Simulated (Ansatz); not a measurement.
One change: `[CH3][Ga]1[CH2][S]1` becomes `[OH][Ga]1[CH2][S]1`.

Ansatz, PBE0-D4/def2-TZVP geometries, multiplicity 1. Each molecule was computed in one conformer, which needn't be the lowest.

Scalar relativity is left out up to krypton.

```tsv
property	`[CH3][Ga]1[CH2][S]1`
LUMO energy (PBE/def2-TZVPP) / eV	-1.68
HOMO energy (B3LYP/def2-TZVPP) / eV	-6.21
LUMO energy (PBE0/def2-TZVPP) / eV	-0.90
HOMO energy (PBE/def2-TZVPP) / eV	-5.36
size of the dipole moment (B3LYP/def2-TZVPP) / D	3.44
HOMO energy (ωB97M-V/def2-TZVPP) / eV	-8.51
```

(1) Give the same properties after the change, and the shifts. (Estimate.)

Answers

(1) Computed: 
| property | `[OH][Ga]1[CH2][S]1` | shift |
| --- | --- | --- |
| LUMO energy (PBE/def2-TZVPP) / eV | -2.28 | -0.60 |
| HOMO energy (B3LYP/def2-TZVPP) / eV | -6.58 | -0.37 |
| LUMO energy (PBE0/def2-TZVPP) / eV | -1.39 | -0.49 |
| HOMO energy (PBE/def2-TZVPP) / eV | -5.68 | -0.32 |
| size of the dipole moment (B3LYP/def2-TZVPP) / D | 3.39 | -0.05 |
| HOMO energy (ωB97M-V/def2-TZVPP) / eV | -8.88 | -0.37 |

With PBE0 the HOMO falls by 0.37 eV and the LUMO falls by 0.49 eV, so the gap narrows by about 0.12 eV. PBE moves the HOMO by -0.32 eV and ωB97M-V by -0.37 eV. The zero-point energy changes by -58.8 kJ/mol with -6 modes. Dipoles are sizes alone; their direction can turn.

B3LYP here is the variant with VWN-RPA as its local correlation; programs differ in this.
